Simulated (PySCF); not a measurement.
Compound: CH7B2OP.
InChI=1S/CH7B2OP/c1-4-3-5-2/h3,5H,2H2,1H3

Method: TDDFT CAM-B3LYP/def2-SVPD, vertical, gas phase, core orbitals frozen in the response in PySCF 2.14.0, density-fitted response routines. Geometry: PBE0-D3(BJ)/def2-SVP, one conformer, isolated molecule. Torsions of this conformer, `[BH2:1][PH:2][BH:3][O:4][CH3:5]`: B1–P2–B3–O4 -152°, P2–B3–O4–C5 -178°.

```tsv
state	E (eV)	E (kJ/mol)	λ (nm)	f	main configurations (H = HOMO, L = LUMO)
S1	4.98	481	248.9	0.305	H→L (94%)
S2	5.97	576	207.7	0.017	H-1→L (75%), H→L+1 (10%)
S3	6.06	585	204.4	0.097	H→L+1 (74%), H-1→L (8%)
S4	6.42	619	193.2	0.0049	H-2→L (85%)
S5	6.62	638	187.4	0.038	H→L+3 (41%), H→L+5 (25%), H→L+6 (9%)
S6	6.78	654	183.0	0.037	H-1→L+1 (41%), H-4→L (35%)
S7	6.80	656	182.4	0.063	H→L+2 (71%), H→L+4 (14%)
S8	7.27	702	170.5	0.026	H→L+5 (36%), H→L+3 (32%), H→L+8 (18%)
S9	7.65	738	162.2	0.038	H-1→L+1 (39%), H-4→L (31%), H-1→L (10%)
S10	7.75	748	159.9	0.027	H→L+5 (22%), H→L+4 (21%), H→L+8 (14%)
```

Triplets, Tamm–Dancoff:

```csv
state,E (eV),λ (nm),"main configurations (H = HOMO, L = LUMO)"
T1,3.50,354.1,H→L (95%)
T2,4.88,254.2,"H→L+1 (82%), H→L+2 (8%)"
T3,5.47,226.7,"H-1→L (77%), H-4→L (12%)"
T4,5.85,212.1,H-2→L (85%)
```

The lowest singlet lies at 4.98 eV (249 nm, ultraviolet) and is strong; its leading configuration is HOMO→LUMO (94%). The lowest level is also the most intense of those listed (f = 0.305). Löwdin shares by element: HOMO phosphorus 55%, boron 29%, oxygen 6%; LUMO boron 55%, phosphorus 20%, hydrogen 8% or more (atoms not listed hold the other 17%). Weighted by f, the mean energy of these states is 5.91 eV. The listed states span 2.77 eV, and the widest gap between neighbours is 0.99 eV (S1 to S2). The oscillator strengths of these states sum to 0.654; summed over the whole spectrum of an exact calculation they would give the number of electrons, 46 (Thomas–Reiche–Kuhn). All these states lie below the vertical ionisation energy of 9.00 eV (ΔSCF). The window holds the lowest 10 singlets.

The run took 56 s of wall time on one thread of an Arm Neoverse V1 (shared host).
